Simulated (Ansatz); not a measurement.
AlI3, charge -1, doublet, geometry from GFN2-xTB (such geometries of metal compounds can be far from the true shape) (a state made from the parent by changing its charge; the spin is typed, not shown lowest) (core potentials on I) (a gas-phase anion, which may not be bound at this level); PBE/def2-SVP (Ansatz, an electronic-structure program).

Ansatz was given this input:
Ansatz 0.2 input:
```yaml
crystal:
  periodic: [false, false, false]
  atoms:
    - {symbol: Al, position_ang: [-0.00005548, -0.01804802, 0.00950175]}
    - {symbol: I, position_ang: [-2.21432464, -1.52782833, -0.06927200]}
    - {symbol: I, position_ang: [0.00722505, 2.35047760, -1.23745696]}
    - {symbol: I, position_ang: [2.20711320, -0.81822240, 1.30439834]}
basis:
  gaussian:
    orbitals: def2-SVP
hamiltonian:
  xc: pbe
total_charge: -1
magnetization: {spin_polarized: true, initial_magnetization: 1}
```

It wrote (shortened):

```
Functional definition: PBE
1141 factors; their error is unknown
mean field evaluation 1: about -30898.3325 eV, gradient 6.9e0 eV
mean field evaluation 2: about -30897.2718 eV, gradient 1.3e1 eV
mean field evaluation 4: about -30898.6894 eV, gradient 2.0e-1 eV
mean field evaluation 8: about -30898.6735 eV, gradient 9.3e-3 eV
mean field evaluation 16: about -30897.7529 eV, gradient 3.5e0 eV
mean field evaluation 32: about -30898.5231 eV, gradient 2.3e0 eV
mean field -30898.67348887 eV, -1135.5053068427 hartree, gradient 1.1e-5 eV, S^2 0.753373; 5 other end points of the search recorded, 0 dependent functions left out
reference -30898.67352449 eV, -1135.5053081519 hartree; 45, 44 occupied and 51, 52 virtual orbitals, 1141 factors
Total energy: -30898.67352449 eV, -1135.5053081519 hartree
```
